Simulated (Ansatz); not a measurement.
System: sum formula HBO (charge 0, singlet). 
Geometry from a B3LYP-D3(BJ)/def2-TZVP (Ansatz, an electronic-structure program) optimisation:
```xyz
3

B     -0.2509    -0.5836    -0.6006
O      0.0479     0.2685     0.3281
H      0.8717     0.7704     0.3784
```
Charge 0, spin multiplicity 1.

Basis-set convergence of Hartree-Fock and MP2 correlation energies (hartree) with Ansatz. Valence correlation only, unless marked. No spin-orbit coupling. Non-relativistic.

| basis | functions | E(HF) | E(corr, MP2) |
|---|---|---|---|
| def2-SVP | 33 | -100.02083 | -0.24819 |
| def2-TZVPP | 76 | -100.14597 | -0.31146 |
| def2-QZVPP | 144 | -100.15081 | -0.33618 |

Extrapolating the two largest sets (X = 3 and 4) as X^-3: E(corr) = (64·(-0.33618) - 27·(-0.31146))/37 = -0.3542 Eh, an estimate of the basis-set limit. The largest set recovers 94.9 % of it, the smallest 70.1 %.
